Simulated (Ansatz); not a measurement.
Total energies of `[OH][Mo]([F])([F])([Cl])([Cl])[Cl]`.

```xyz
8

O     0.682    1.402    0.281
Mo   -0.213   -0.126   -0.176
F     0.963   -0.529   -1.526
F    -1.572    0.194    1.014
Cl   -0.926   -2.269   -0.278
Cl   -1.525    0.816   -1.754
Cl    1.216   -0.976    1.491
H     1.375    1.488    0.948
```

Total charge 0; spin multiplicity 1. Correlated methods include outer-core shells of Mo, which these sets cover unevenly. Mo: def2 effective core potential. All single points use the PBE0-D4/def2-TZVP geometry. It is one conformer, not always the lowest. Basis def2-TZVPP, Ansatz 0.2.0.

RPA on PBE orbitals: Hartree–Fock energy of these orbitals -1720.45032 Eh, correlation -2.89351 Eh (frozen core).

| functional | energy without D4 (Eh) | D4 term (kJ/mol) |
| --- | --- | --- |
| r2SCAN | -1724.55709 | -7.6 |
| PBE0 | -1723.94872 | -27.8 |

Give the same for LDA (SPW92), PBE, revPBE, BLYP, B97M-V, B3LYP, r2SCANh, r2SCAN0, HSE06 (plane-wave form), BHLYP, CAM-B3LYP, LC-ωPBE, ωB97X-V, ωB97M-V, B2PLYP, PBE-QIDH. (An estimate is asked.)

Computed: 
| functional | energy without D4 (Eh) | D4 term (kJ/mol) |
| --- | --- | --- |
| LDA (SPW92) | -1718.38024 | – |
| PBE | -1723.93238 | -32.6 |
| revPBE | -1724.42737 | -83.8 |
| BLYP | -1724.67346 | -69.9 |
| B97M-V | -1724.26652 | – |
| B3LYP | -1724.75371 | -53.3 |
| r2SCANh | -1724.49584 | -8.3 |
| r2SCAN0 | -1724.40732 | -9.3 |
| HSE06 (plane-wave form) | -1723.91489 | -26.3 |
| BHLYP | -1724.40856 | -45.3 |
| CAM-B3LYP | -1724.60240 | -28.8 |
| LC-ωPBE | -1724.14350 | – |
| ωB97X-V | -1724.32561 | – |
| ωB97M-V | -1724.44303 | – |
| B2PLYP | -1724.07038 | – |
| PBE-QIDH | -1723.59547 | – |

B3LYP takes the VWN-RPA correlation (the form of Gaussian; ORCA's B3LYP/G). HSE06 is the plane-wave form, built on full-range PBE exchange. The double hybrids freeze the cores in their second-order part.

LC-ωPBE has ω = 0.4 bohr⁻¹.
